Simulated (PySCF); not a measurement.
Cost against size for one kind of job: PBE0-D3(BJ)/def2-SVP geometry optimisation, gas phase in PySCF; work: geometry optimisation from a GFN2-xTB start shaken at random. Hardware: Arm Neoverse V2, one thread, no GPU, on a shared host. Other jobs ran on the host; a repeat could differ by tens of per cent or more. Peak memory is the resident size of the whole Python process, interpreter and libraries included.

```tsv
species (SMILES)	atoms	electrons	basis functions	SCF cycles	gradient evaluations	wall time	peak memory
O=CCB(Cl)Cl	9	62	107	114	17	71 s	0.45 GiB
C/N=[CH]\[GeH3]	11	58	109	40	6	?	?
N[SiH]1OCCO1	13	56	123	127	18	?	?
C[C](C)(Cl)[GeH3]	14	76	137	25	4	31 s	0.54 GiB
FC(F)(F)c1cncn1[SiH3]	15	84	169	73	11	2.3 min	0.70 GiB
```

Task: Estimate the withheld figures.

Result: `C/N=[CH]\[GeH3]`: 21 s, 0.44 GiB; `N[SiH]1OCCO1`: 1.7 min, 0.52 GiB.

Task: Which species took longest, and how many times the shortest run?

Result: `FC(F)(F)c1cncn1[SiH3]`, at 2.3 min: about 6.6 times the shortest (21 s).
